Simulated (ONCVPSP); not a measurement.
argon ONCV: all-electron and pseudo phase curves

ONCVPSP 4.0.1 input, shortened (lines: element, Z, core and valence counts, functional; n l f; lmax; l rc ep ncon nbas qcut; lloc lpopt rc5 dvloc0; l nproj debl; icmod fcfact rcfact), PBE, scalar-relativistic:

```
  Ar 18.00    3    2        4      upf
    1    0    2.00
    2    0    2.00
    2    1    6.00
    3    0    2.00
    3    1    6.00
    2
    0    0.90    0.00    3    8    6.20
    1    1.00    0.00    4    8    9.10
    2    0.90    0.38    4    8   11.30
    4    5    0.85    6.00
    0    2    3.80
    1    1    1.00
    2    2    3.40
    1    0.55    0.00
```

The phase is arctan(r·R′/R) of the radial function R(r), unwrapped; energies in Ha, scanned from -2 to 5 Ha. A pole is an energy at which the radial function vanishes at the test radius. The pseudo phase is shifted by a multiple of π to meet the all-electron one at the reference energy, and phase errors are pseudo minus all-electron; the curves can meet again beyond the range given. Levels narrower than the energy grid can be missing from the lists of poles.

```json
{"channel": "s", "radius (bohr)": "0.92", "reference energy (Ha)": "-0.89", "poles, all-electron": "none", "poles, pseudo": "none", "unbroken range about the reference energy with phases within 0.05 rad": "the whole range", "phase error 1 Ha above the reference energy (rad)": "-0.000"}
{"channel": "p", "radius (bohr)": "1.01", "reference energy (Ha)": "-0.38", "poles, all-electron": "none", "poles, pseudo": "none", "unbroken range about the reference energy with phases within 0.05 rad": "below 2.8", "phase error 1 Ha above the reference energy (rad)": "-0.013"}
{"channel": "d", "radius (bohr)": "0.92", "reference energy (Ha)": "0.38", "poles, all-electron": "none", "poles, pseudo": "none", "unbroken range about the reference energy with phases within 0.05 rad": "the whole range", "phase error 1 Ha above the reference energy (rad)": "+0.000"}
```

Note: ghosts flagged at negative energy: s at -267.8 eV; no localised positive-energy state flagged. A true bound ghost makes a file unfit for plane-wave use.

Phases in the d channel:

```tsv
E (Ha)	all-electron	pseudo
-1.98	0.716	0.716
-1.62	0.632	0.632
-1.26	0.532	0.532
-0.90	0.413	0.413
-0.54	0.273	0.273
-0.18	0.112	0.112
0.18	-0.064	-0.064
0.54	-0.247	-0.247
0.90	-0.426	-0.426
1.26	-0.590	-0.590
1.62	-0.734	-0.734
1.98	-0.857	-0.857
2.34	-0.961	-0.960
2.70	-1.048	-1.048
3.06	-1.121	-1.121
3.42	-1.183	-1.183
3.78	-1.236	-1.236
4.14	-1.282	-1.282
4.50	-1.323	-1.323
4.86	-1.358	-1.358
```
